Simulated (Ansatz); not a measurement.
F3Si (`F[Si](F)F`) radical. Total charge 0; spin multiplicity 2.

```csv
atom,x (Å),y (Å),z (Å)
F1,0.5972,-0.7526,1.1298
Si2,0.1724,0.3738,0.1046
F3,-1.4065,0.4598,0.1024
F4,0.6369,-0.0810,-1.3368
```

(1) List the harmonic frequencies (cm⁻¹, unscaled) at PBE0-D4/def2-TZVP in Ansatz. (Best estimate.)

(2) Is this a minimum?

(3) Give the ideal-gas thermochemistry at 298.15 K and 1 bar (rigid rotor, harmonic oscillator; point group C3v, symmetry number 3).

(4) And at 400, 500, 600, 800 and 1000 K?

Results:

(1) Computed: 284, 285, 403, 834, 962, 962.

(2) Yes, all 6 modes are real.

(3) Zero-point energy 22.3 kJ/mol; H(298) − E = 35.7 kJ/mol; entropy 282.8 J/(mol·K), of which translation 164.3, rotation 94.5, vibration 18.3, electronic 5.8; G(298) − E = -48.6 kJ/mol.

(4) 
```
T (K)  H − E (kJ/mol)  S (J/mol/K)  G − E (kJ/mol)
  400            42.2        301.4           -78.4
  500            49.0        316.7          -109.3
  600            56.3        329.9          -141.6
  800            71.5        351.7          -209.9
 1000            87.2        369.2          -282.0
```
